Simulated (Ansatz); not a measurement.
Computed with Ansatz on PBE0-D4/def2-TZVP structures; ΔE is electronic, products minus reactants. CCSD(T)/CBS adds triple-zeta CCSD(T) − MP2 to the extrapolated MP2 energy (def2 sets, frozen cores). This one scheme is used for every species. DFT in def2-TZVPP. For Ga outer-core shells are correlated without core-valence functions, which leaves a few kJ/mol of doubt a bond. Scalar relativity is left out up to krypton. Each species was taken in one conformer, which may not be the lowest.

`[CH3][Ga]([CH3])[O][SiH3]` + `N=CO` → `O/C=N/[SiH3]` + `[CH3][Ga]([CH3])[OH]`  (ligand exchange at the Si–O bond)

```json
{"level": "RPA@PBE/def2-TZVPP", "ΔE (kJ/mol)": "59.6"}
{"level": "MP2/def2-SVP", "ΔE (kJ/mol)": "56.7"}
```

What does CCSD(T)/CBS give? (Best estimate.)

Ansatz gave: +58.2 kJ/mol. The listed levels differ from it by 1.4, -1.5 kJ/mol.

Largest T1 diagnostic among the species: 0.014.

In def2-TZVPP, CCSD(T) changes the Hartree–Fock value by −9.8 kJ/mol (the triples alone add −2.2 kJ/mol) and MP2 by −12.6 kJ/mol. From BLYP to BHLYP (50 % exact exchange), in def2-TZVPP and without D4, ΔE moves by +10.6 kJ/mol. The D4 term adds +3.1 kJ/mol with B3LYP and +2.0 kJ/mol with PBE0; it sums over pairs of atoms, weighted by their polarisabilities, and B3LYP, whose exchange is more repulsive, gets the larger term.

B3LYP here is the variant with VWN-RPA as its local correlation; programs differ in this.
